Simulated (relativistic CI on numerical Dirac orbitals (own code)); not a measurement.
How well does a small relativistic CI reproduce Ar VI?

Method of calculation: Dirac-Coulomb-Breit CI, orbitals from a KLI potential per configuration, model QED, valence Slater integrals scaled by 0.85, P86 correlation estimate, and configurations built on the next ion tied to the tabulated ionisation energy (semi-empirical) (own radial code, finite nucleus).

Configurations in the expansion (outside the closed core [Ne]): 3s²3p, 3s²3d, 3s²4s, 3s²4p, 3s²4d, 3s²5s, 3s²4f, 3s3p², 3p³, 3s3p3d, 3p3d², 3p²3d, 3s3d², 3p²4s, 3s3p4s, 3p²4p, 3s3d4s, 3s3p4p, 3s²5p, 3s3d4p, 3s²5d, 3s²5f, 3s²5g, 3s3p4d. Levels of other configurations are missing.

```
Configuration  Term (tabulated)    J  Measured (cm⁻¹)  Computed  Error  Purity (%)
        3s²3p               2P°  1/2              0.0         0      0          97
        3s²3p               2P°  3/2           2207.9      2187    -21          97
        3s3p²                4P  1/2         100157.5    101555   1398          99
        3s3p²                4P  3/2         100957.6    102342   1385          99
        3s3p²                4P  5/2         102191.6    103554   1363          99
        3s3p²                2D  3/2         132462.7    132335   -128          84
        3s3p²                2D  5/2         132574.7    132444   -131          84
        3s3p²                2S  1/2         169803.9    167257  -2547          97
        3s3p²                2P  1/2         182182.1    179284  -2898          95
        3s3p²                2P  3/2         183577.3    180655  -2922          96
        3s²3d                2D  3/2         218595.9    212764  -5832          83
        3s²3d                2D  5/2         218655.8    212799  -5856          83
          3p³               2D°  3/2         260068.7    264628   4559          66
          3p³               2D°  5/2         260272.9    264835   4562          66
          3p³               4S°  3/2         270511.8    273401   2889          99
          3p³               2P°  3/2         294086.0    296185   2099          76
          3p³               2P°  1/2         294101.3    296187   2085          77
       3s3p3d               4P°  5/2         316351.0    317841   1490          95
       3s3p3d               4P°  3/2         316974.0    318470   1496          94
       3s3p3d               4P°  1/2         317459.0    318941   1482          97
       3s3p3d               4D°  1/2         319273.0    321276   2003          97
       3s3p3d               4D°  3/2         319539.0    321514   1975          94
       3s3p3d               4D°  5/2         319771.0    321749   1978          95
       3s3p3d               4D°  7/2         319905.0    321899   1994          99
       3s3p3d               2D°  5/2         328960.4    330677   1716          79
       3s3p3d               2D°  3/2         328992.0    330710   1718          79
        3s²4s                2S  1/2         342302.0    334770  -7532          96
       3s3p3d               2F°  5/2         344309.8    347089   2779          99
       3s3p3d               2F°  7/2         346076.0    348826   2750          99
       3s3p3d               2P°  3/2         375657.8    375121   -537          73
       3s3p3d               2F°  7/2         376421.0    377534   1113          95
       3s3p3d               2F°  5/2         376905.0    378023   1118          95
       3s3p3d               2D°  3/2         395494.0    394837   -657          80
       3s3p3d               2D°  5/2         395807.0    395125   -682          82
       3s3p4s               4P°  1/2         454096.0    456790   2694          99
        3s²4d                2D  3/2         454751.0    456252   1501          98
        3s²4d                2D  5/2         454807.0    456291   1484          98
       3s3p4s               4P°  3/2         454874.0    457558   2684          99
       3s3p4s               4P°  5/2         456280.0    458943   2663          99
        3s²5d                2D  3/2         555276.0    559825   4549          73
        3s²5d                2D  5/2         555523.0    559991   4468          74
```

Measured levels from Saloman, J. Phys. Chem. Ref. Data 39, 033101 (2010); pairs were made by configuration, J and term (by order where the table uses no LS term), so strongly mixed levels may be paired wrongly.

Mean error by configuration (cm⁻¹): 3s²3p -21; 3s3p² -560; 3s²3d -5844; 3p³ 3239; 3s3p3d 1359; 3s²4s -7532; 3s3p4s 2680; 3s²4d 1493; 3s²5d 4508. Over the excited levels the mean absolute error is 2343 cm⁻¹ (40 of the 42 excited levels that our extract of the source holds in range could be paired, and the others can miss by more), and the median relative error of those above 1,000 cm⁻¹ is 0.63 %.
